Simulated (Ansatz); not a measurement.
Reaction (redistribution): `OB(F)[SiH3]` + `C[S][Ge]([CH3])([F])[F]` → `CSB(O)F` + `[CH3][Ge]([F])([F])[SiH3]`

Program: Ansatz. Geometries: PBE0-D4/def2-TZVP. ΔE: electronic, gas phase. CBS: MP2 limit from def2 TZ/QZ plus the TZ coupled-cluster correction, frozen cores. For Ge outer-core shells are correlated without core-valence functions, which leaves a few kJ/mol of doubt a bond. Scalar relativity is left out up to krypton. Each species was taken in one conformer, which may not be the lowest.

```
                    species  CCSD(T)/CBS(def2) energy (Eh)
              `OB(F)[SiH3]`                     -491.34397
  `C[S][Ge]([CH3])([F])[F]`                    -2753.31091
                  `CSB(O)F`                     -638.14232
`[CH3][Ge]([F])([F])[SiH3]`                    -2606.53030
```

Question: Work out ΔE.

Answer: ΔE = (-638.14232) + (-2606.53030) − (-491.34397) − (-2753.31091) = -0.01774 Eh = -46.6 kJ/mol.

Largest T1 diagnostic among the species: 0.014.
